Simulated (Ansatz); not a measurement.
Species: AlHF$_{2}$, charge 0, singlet. AlHF2 (SMILES [F][AlH][F]).
B3LYP-D3(BJ)/def2-TZVP minimum from Ansatz (a first-principles code):
```
Al
F 1 1.6442
F 1 1.6442 2 117.93
H 1 1.5535 2 121.03 3 180.00
```

Total energies in cc-pV(D+d)Z, 18 correlated electrons, 7 frozen orbitals. UHF or UKS for unpaired electrons; spin-orbit terms are left out. Correlated methods leave the cores frozen. No relativity.

| method | program | energy (Eh) | minus CCSDT(Q) (mEh) |
|---|---|---|---|
| HF | Ansatz | -441.53399 | 458.30 |
| MP2 | Ansatz | -441.97458 | 17.71 |
| CCSD | Ansatz | -441.98455 | 7.74 |
| CCSD(T) | Ansatz | -441.99089 | 1.40 |
| CCSDT(Q) | Ansatz | -441.99229 | 0.00 |

Rough core times of Ansatz's runs on a shared machine: CCSD(T) under 20 s, CCSDT(Q) 90 s.
